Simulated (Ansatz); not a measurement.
Consider the substitution at a C–In bond: `[CH3][In]([F])[GeH3]` + `C[SeH]` → `C[Se]C` + `[F][InH][GeH3]`.

Computed with Ansatz on PBE0-D4/def2-TZVP structures; ΔE is electronic, products minus reactants. CCSD(T)/CBS is the MP2 limit (def2-TZVPP, def2-QZVPP) plus CCSD(T) − MP2 in def2-TZVPP, frozen cores. Functionals use def2-TZVPP. def2 core potentials past Kr. For Ge, In, Se outer-core shells are correlated without core-valence functions, which leaves a few kJ/mol of doubt a bond. Scalar relativity is left out up to krypton.

```json
{"species": "`[CH3][In]([F])[GeH3]`", "CAM-B3LYP-D4 energy (Eh)": "-2408.85386"}
{"species": "`C[SeH]`", "CAM-B3LYP-D4 energy (Eh)": "-2442.17648"}
{"species": "`C[Se]C`", "CAM-B3LYP-D4 energy (Eh)": "-2481.48216"}
{"species": "`[F][InH][GeH3]`", "CAM-B3LYP-D4 energy (Eh)": "-2369.53716"}
```

(1) Work out ΔE.

Largest T1 diagnostic among the species: 0.015.

Answers

(1) ΔE = (-2481.48216) + (-2369.53716) − (-2408.85386) − (-2442.17648) = 0.01102 Eh = +28.9 kJ/mol. CCSD(T)/CBS gives +33.5 kJ/mol.

Leaving LDA and LC-ωPBE aside and taking each functional with its dispersion term where it has one, the values, not all of them listed here, spread over 10.3 kJ/mol, from B97M-V to B2PLYP. At CCSD(T), def2-SVP lies +3.2 kJ/mol from the extrapolated value and def2-TZVPP −0.8 kJ/mol. In def2-TZVPP, CCSD(T) changes the Hartree–Fock value by +8.2 kJ/mol (the triples alone add +0.5 kJ/mol) and MP2 by +10.6 kJ/mol.
